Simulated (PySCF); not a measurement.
Compound: CF3C(O)Cl, C2ClF3O.
Structure used (PBE0-D3(BJ)/def2-SVP), in Å, numbered top down from 1:
```xyz
7
C2ClF3O angstrom
O      1.331    1.266   -0.433
C      0.863    0.270   -0.010
Cl     1.780   -1.021    0.731
C     -0.647   -0.062   -0.067
F     -1.097   -0.385    1.137
F     -0.843   -1.087   -0.886
F     -1.314    0.985   -0.513
```

Computed with PySCF at CAM-B3LYP/def2-SVPD, non-relativistic, on one gas-phase PBE0-D3(BJ)/def2-SVP geometry that isn't relaxed in the solvent. The solvent is an IEF-PCM continuum (Bondi radii, 1.10 Å for H, scaled by 1.2), and excitations are vertical TDDFT with non-equilibrium linear response and a frozen core. The model holds no explicit solvent molecules, cavitation or dispersion.

Gas-phase singlets (H = HOMO, L = LUMO):

```json
{"state": "S1", "E (eV)": "4.909", "λ (nm)": "253", "f": "0.000", "leading configurations": "H→L 97%"}
{"state": "S2", "E (eV)": "6.364", "λ (nm)": "195", "f": "0.000", "leading configurations": "H-1→L 88%, H-2→L 10%"}
{"state": "S3", "E (eV)": "6.879", "λ (nm)": "180", "f": "0.040", "leading configurations": "H-2→L 78%, H→L+1 9%"}
{"state": "S4", "E (eV)": "8.255", "λ (nm)": "150", "f": "0.015", "leading configurations": "H-1→L+1 67%, H→L+1 16%"}
{"state": "S5", "E (eV)": "8.296", "λ (nm)": "149", "f": "0.002", "leading configurations": "H-2→L+1 83%"}
```

Give the list for cyclohexane (ε = 2.017), n² = 2.04.

| state | E (eV) | λ (nm) | f | leading configurations | change by rank (eV) |
| --- | --- | --- | --- | --- | --- |
| S1 | 4.932 | 251 | 0.000 | H→L 97% | +0.023 |
| S2 | 6.351 | 195 | 0.000 | H-1→L 85%, H-2→L 13% | -0.013 |
| S3 | 6.837 | 181 | 0.060 | H-2→L 78%, H-1→L 12% | -0.042 |
| S4 | 8.251 | 150 | 0.022 | H-1→L+1 63%, H→L+1 19% | -0.004 |
| S5 | 8.293 | 149 | 0.002 | H-2→L+1 81% | -0.003 |

What are the lowest 5 singlets in chloroform (ε = 4.711)?

```json
{"state": "S1", "E (eV)": "4.956", "λ (nm)": "250", "f": "0.000", "leading configurations": "H→L 97%", "change by rank (eV)": "+0.047"}
{"state": "S2", "E (eV)": "6.347", "λ (nm)": "195", "f": "0.000", "leading configurations": "H-1→L 79%, H-2→L 19%", "change by rank (eV)": "-0.017"}
{"state": "S3", "E (eV)": "6.830", "λ (nm)": "182", "f": "0.062", "leading configurations": "H-2→L 72%, H-1→L 17%", "change by rank (eV)": "-0.049"}
{"state": "S4", "E (eV)": "8.261", "λ (nm)": "150", "f": "0.020", "leading configurations": "H-1→L+1 62%, H→L+1 18%", "change by rank (eV)": "+0.006"}
{"state": "S5", "E (eV)": "8.299", "λ (nm)": "149", "f": "0.002", "leading configurations": "H-2→L+1 78%", "change by rank (eV)": "+0.003"}
```

The ground-state energy changes by -0.065 eV from gas to chloroform. By how much does the total energy of gas-phase S1 change?

E(S1) = E(S0) + excitation energy, so it changes by -0.065 + 0.047 = -0.018 eV: it is lowered less than the ground state, which is what a blue shift means. This is the vertical state, with the slow part of the continuum still set for S0.

How do the frontier levels move from gas to chloroform?

```tsv
orbital	gas (eV)	solvent (eV)	change (eV)
LUMO+2	1.33	1.42	+0.09
LUMO+1	0.82	1.00	+0.18
LUMO	-1.27	-1.13	+0.14
HOMO	-11.14	-11.05	+0.09
HOMO-1	-11.72	-11.57	+0.15
HOMO-2	-11.75	-11.59	+0.16
HOMO-3	-14.40	-14.27	+0.13
```

The HOMO–LUMO gap goes from 9.88 to 9.92 eV.
